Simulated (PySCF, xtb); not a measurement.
BHCl2, SMILES ClBCl.

Harmonic wavenumbers (cm⁻¹) from GFN2-xTB run with xtb at its own minimum, in rising order: 274, 664, 689, 748, 1025, 2601.

**Question.** What does PBE0-D3(BJ)/def2-TZVP (PySCF) give at its own minimum? (An estimate is asked for; the answer gives what the named calculation found.)

**Answer.** 290, 746, 785, 914, 1098, 2700. Paired by order, the mean absolute difference is 88 cm⁻¹ and the zero-point energies are 8.6 and 9.3 kcal/mol.
